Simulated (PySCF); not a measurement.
F4MoO, charge -1, doublet, geometry from GFN2-xTB (such geometries of metal compounds can be far from the true shape) (the multiplicity is a formal guess) (core potentials on Mo). Base run: PySCF with DF-B3LYP/def2-SVP.

PySCF was given this input:
```python
from pyscf import gto, scf, dft

mol = gto.Mole()
mol.atom = '''
    Mo    0.00171657   -0.11887051    0.10250611
    O     1.05277088   -0.77685335    1.15613724
    F    -1.29992381    0.47094715   -1.00978493
    F     0.44951875    1.77144445    0.36225222
    F     1.24819029    0.30766764   -1.34858105
    F    -1.34159221   -1.30479386    0.49007434
'''
mol.basis = 'def2-svp'
mol.ecp = {'Mo': 'def2-svp'}
mol.charge = -1
mol.spin = 1
mol.verbose = 4
mol.build()

mf = dft.UKS(mol)
mf.xc = 'b3lyp'
mf = mf.density_fit(auxbasis='def2-universal-jkfit')
mf.kernel()
```

Each row names what was changed in the base input (with any setting that the change needs).

```json
[
 {"change": "base", "basis functions": "101", "E (Eh)": "-542.69425", "HOMO (eV)": "-1.14"},
 {"change": "basis = jorge-DZP-DKH; relativity = spin-free X2C; nucleus = Gaussian (with mol.nucmod = 'G'; without mol.ecp = {'Mo': 'def2-svp'}; without mf = mf.density_fit(auxbasis='def2-universal-jkfit'))", "basis functions": "123", "E (Eh)": "-4523.11250", "HOMO (eV)": "-0.57"},
 {"change": "basis = jorge-DZP-DKH; relativity = spin-free X2C (without mol.ecp = {'Mo': 'def2-svp'}; without mf = mf.density_fit(auxbasis='def2-universal-jkfit'))", "basis functions": "123", "E (Eh)": "-4523.16379", "HOMO (eV)": "-0.57"},
 {"change": "basis = jorge-DZP-DKH; relativity = none (without mol.ecp = {'Mo': 'def2-svp'}; without mf = mf.density_fit(auxbasis='def2-universal-jkfit'))", "basis functions": "123", "E (Eh)": "-4428.48432", "HOMO (eV)": "-0.49"},
 {"change": "basis = x2c-SVPall; relativity = spin-free X2C (without mol.ecp = {'Mo': 'def2-svp'}; without mf = mf.density_fit(auxbasis='def2-universal-jkfit'))", "basis functions": "123", "E (Eh)": "-4523.06269", "HOMO (eV)": "-1.16"},
 {"change": "basis = x2c-SVPall; relativity = spin-free X2C; nucleus = Gaussian (with mol.nucmod = 'G'; without mol.ecp = {'Mo': 'def2-svp'}; without mf = mf.density_fit(auxbasis='def2-universal-jkfit'))", "basis functions": "123", "E (Eh)": "-4523.01704", "HOMO (eV)": "-1.16"},
 {"change": "basis = x2c-SVPall; relativity = none (without mol.ecp = {'Mo': 'def2-svp'}; without mf = mf.density_fit(auxbasis='def2-universal-jkfit'))", "basis functions": "123", "E (Eh)": "-4406.33945", "HOMO (eV)": "-1.08"}
]
```

Totals shift with the method and basis; they matter in differences.

Open shells are given as the SCF converged; they aren't shown to be the lowest states, and a large step between rows can be another state.

Basis sets contracted for a relativistic Hamiltonian are a mismatch without it, so the rows without relativity aren't non-relativistic limits. No row has spin-orbit coupling; sets with core potentials leave out the core electrons.
